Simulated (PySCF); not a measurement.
Electron correlation in O⁺ (oxygen, charge +1)

[He] 2s1 2p4, high-spin 4P determinant (an excited configuration). Calculation: PySCF 2.14, in x2c-TZVPPall (5s3p2d1f, 31 functions); scalar relativity by spin-free X2C-1e. Frozen: nothing; 7 electrons correlated.

```
  level  correlation energy (mhartree)
   CCSD                        -130.74
    (T)                          -1.88
CCSD(T)                        -132.62
```

Diagnostics: T1 = 0.0053, D1 = 0.0140, largest double amplitude 0.069.

**Question.** Is a single reference adequate?

**Answer.** Yes: T1 lies below 0.03 and no double amplitude reaches 0.07.

This basis was not built for core-valence correlation, so the inner-shell part is incomplete.
